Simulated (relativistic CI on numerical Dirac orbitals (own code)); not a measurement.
## As XXXI: computed level list

These numbers are calculated, not measured: Dirac-Coulomb-Breit CI, orbitals from a KLI potential per configuration, model QED (radiative potential, 1s self-energy scaled to tabulated hydrogen-like ionisation energies), unscaled Slater integrals (own radial code, finite nucleus).

Configurations in the expansion (outside the closed core 1s2): 2s, 2p, 3s, 3p, 3d, 4s, 4p, 4d, 4f, 5s, 5p, 5d, 5f, 5g. Levels of other configurations are missing.

The lowest level is 2s 2S_1/2, with 100 % of that term; Hund's rules for 2s give 2S with J = 1/2, in agreement.

```tsv
No.	Configuration	Term	J	E (eV)	%	Landé g
1	2s	2S	1/2	0.00	100	1.993
2	2p	2P°	1/2	64.36	100	0.657
3	2p	2P°	3/2	109.01	100	1.327
4	3s	2S	1/2	1914.45	100	1.998
5	3p	2P°	1/2	1932.33	100	0.662
6	3p	2P°	3/2	1945.55	100	1.331
7	3d	2D	3/2	1952.10	100	0.796
8	3d	2D	5/2	1956.27	100	1.198
9	4s	2S	1/2	2575.11	100	2.000
10	4p	2P°	1/2	2582.47	100	0.664
11	4p	2P°	3/2	2588.04	100	1.332
12	4d	2D	3/2	2590.76	100	0.798
13	4d	2D	5/2	2592.52	100	1.199
14	4f	2F°	5/2	2592.67	100	0.855
15	4f	2F°	7/2	2593.54	100	1.142
16	5s	2S	1/2	2878.47	100	2.001
17	5p	2P°	1/2	2882.19	100	0.664
18	5p	2P°	3/2	2885.03	100	1.333
19	5d	2D	3/2	2886.42	100	0.798
20	5d	2D	5/2	2887.32	100	1.199
21	5f	2F°	5/2	2887.40	100	0.856
22	5f	2F°	7/2	2887.85	100	1.142
23	5g	2G	7/2	2887.85	100	0.888
24	5g	2G	9/2	2888.12	100	1.110
```

Energies count from the lowest computed level; ° marks odd parity.

The mean weight of the leading LS term, summed over parents, in these 24 levels is 100 %, and that of the leading jj configuration (from the same eigenvectors) 100 %.

At this charge energies of transitions that change n are usually good to better than 1 %, and those within a shell (Δn = 0) to a few per cent.
